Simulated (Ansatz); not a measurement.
`Cl[BH][SbH2]` + `O[SiH3]` → `[SiH3][O][SbH2]` + `BCl`  (cleavage of the Sb–B bond)

Calculated with Ansatz (gas phase, PBE0-D4/def2-TZVP geometries, no zero-point term in ΔE). CBS: MP2 limit from def2 TZ/QZ plus the TZ coupled-cluster correction, frozen cores. This one scheme is used for every species. def2 core potentials past Kr. For Sb outer-core shells are correlated without core-valence functions, which leaves a few kJ/mol of doubt a bond.

```tsv
species	CCSD/def2-SVP energy (Eh)
`Cl[BH][SbH2]`	-725.40868
`O[SiH3]`	-366.32450
`[SiH3][O][SbH2]`	-606.27743
`BCl`	-485.45426
```

Problem. Work out ΔE.

Solution. ΔE = (-606.27743) + (-485.45426) − (-725.40868) − (-366.32450) = 0.00149 Eh = +0.9 kcal/mol. CCSD(T)/CBS gives +0.4 kcal/mol.

Largest T1 diagnostic among the species: 0.015.

In def2-TZVPP, CCSD(T) changes the Hartree–Fock value by +4.8 kcal/mol (the triples alone add +0.4 kcal/mol) and MP2 by +5.4 kcal/mol. From r2SCAN to r2SCAN0 (25 % exact exchange), in def2-TZVPP and without D4, ΔE moves by +0.9 kcal/mol.
